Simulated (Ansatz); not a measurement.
`[CH3][GeH]([F])[SH]` + H₂ → `[F][GeH2][SH]` + CH₄ at 400 K and 1 bar (hydrogenolysis of a Ge–C bond).

Gas-phase electronic energies from Ansatz, PBE0-D4/def2-TZVP geometries. CCSD(T)/CBS adds triple-zeta CCSD(T) − MP2 to the extrapolated MP2 energy (def2 sets, frozen cores). This one scheme is used for every species. For Ge outer-core shells are correlated without core-valence functions, which leaves a few kJ/mol of doubt a bond. Scalar relativity is left out up to krypton. Each species was taken in one conformer, which may not be the lowest.

```csv
species,CCSD(T)/CBS energy (Eh),H − E (kJ/mol),S (J/(mol·K))
`[CH3][GeH]([F])[SH]`,-2614.81526,180.5,380.2
H₂,-1.17544,38.0,139.0
`[F][GeH2][SH]`,-2575.53651,96.6,330.5
CH₄,-40.46206,131.3,197.2
```

H − E and S are ideal-gas, rigid-rotor, harmonic terms from PBE0-D4/def2-TZVP, for one conformer and one mirror image of each species. For small species the MP2-based limit differs from directly extrapolated CCSD(T) by up to some mEh (0.8 for H₂); such offsets cancel only in part. 1 Eh = 2625.50 kJ/mol, R = 8.31446 J/(mol·K).

**Question.** By hand: ΔE, ΔH, ΔS and ΔG.

**Answer.** ΔE = (-2575.53651) + (-40.46206) − (-2614.81526) − (-1.17544) = -0.00787 Eh = -20.7 kJ/mol. Δ(H − E) = 96.6 + 131.3 − 180.5 − 38.0 = 9.4, so ΔH = -11.3 kJ/mol. ΔS = 330.5 + 197.2 − 380.2 − 139.0 = 8.5 J/(mol·K). ΔG = -11.3 − 400 × (8.5)/1000 = -14.7 kJ/mol.

**Question.** By hand: the equilibrium constant, and the temperature at which ΔG would vanish if ΔH and ΔS stayed fixed.

**Answer.** log₁₀ K = −ΔG/(RT ln 10) = 1.9. ΔH and −TΔS have one sign here, so there is no such temperature.

The number of gas molecules stays the same, so ΔS is small and ΔH decides. A doubt of 5 kJ/mol in ΔE shifts log₁₀ K by 0.7 here. Other conformers and mirror images would add mixing entropy, several J/(mol·K) or more a flexible species. These are equilibria of isolated gas molecules and say nothing of rates. Largest T1 diagnostic: 0.012 (customary marks: 0.02 for closed shells, 0.045 for open ones).

ΔS is within the doubt of such terms, so its sign, and with it that verdict, could turn.
